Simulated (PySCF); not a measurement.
H₅Si₂, SMILES [SiH2][SiH3], multiplicity 2.

Geometry: B3LYP-D3(BJ)/def2-TZVP. The isomer is the one that the SMILES or the coordinates give; other isomers of the formula were not compared.

Calculation: PySCF 2.14.0 with B3LYP-D3(BJ)/def2-TZVP.

Frequencies are harmonic and unscaled.

Computed normal modes with their intensities:
```csv
mode,ν (cm⁻¹),IR (km/mol),moving atoms (share of kinetic energy)
1,131,0.3,H 99 %
2,381,16.9,H 99 %
3,398,15.0,"H 89 %, Si 11 %"
4,427,1.2,"Si 85 %, H 15 %"
5,594,13.0,"H 84 %, Si 16 %"
6,634,0.6,"H 85 %, Si 15 %"
7,875,404.2,H 93 %
8,935,2.2,H 95 %
9,948,59.1,H 96 %
10,950,39.8,H 98 %
11,2188,100.1,H 98 %
12,2197,62.8,H 97 %
13,2212,42.1,H 96 %
14,2221,67.0,H 97 %
15,2230,143.4,H 96 %
```
